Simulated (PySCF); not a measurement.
Isomers C₃H₁₁ClO₂Si₃:

A. `CC1(C)O[Si@@H](O[SiH3])[Si@@H]1Cl`
B. `CC(C)O[Si@@H]1O[SiH2][Si@@H]1Cl`
C. `C=C(C)O[Si@H](O[SiH3])[SiH2]Cl`

Spectrum 1. 13C{1H} NMR (computed): δ 163.9 (C), 95.1 (CH2), 25.3 (CH3).

Spectrum 2. 13C{1H} NMR (computed): δ 68.6 (CH), 30.2 (CH3), 27.6 (CH3).

Spectrum 3. 13C{1H} NMR (computed): δ 81.0 (C), 32.1 (CH3), 30.9 (CH3).

PySCF calculation with shieldings: GIAO PBE0/pcSseg-1 and GFN2-xTB geometry; no solvent, no relativistic terms, one conformer, rapidly exchanging positions averaged.

Referencing at the same level of theory: 13C (σ = 186.93 ppm) against TMS. Shifts are as computed. Against solution values, carbons near 30 ppm lie about +3 ppm off and those near 130 ppm about +5 ppm. Of 1211 compounds with measured shifts, 218 miss one by over three times the rms of a fit or turn the order of signals round; such compounds aren't used in these exercises.

Q: Which spectrum belongs to which compound?

A: 1–C, 2–B, 3–A.

- Spectrum 1 (C): 3 13C signals; δC 163.9 is an alkene carbon bearing oxygen; δC 95.1 is a β carbon of an enol-ether or enamine type C=C.
- Spectrum 2 (B): 3 13C signals; δC 68.6 is an sp3 CH bonded to O; δC 30.2 is a methyl carbon.
- Spectrum 3 (A): 3 13C signals; δC 81.0 is a fully substituted sp3 carbon bonded to O and Si; δC 32.1 is a methyl carbon.
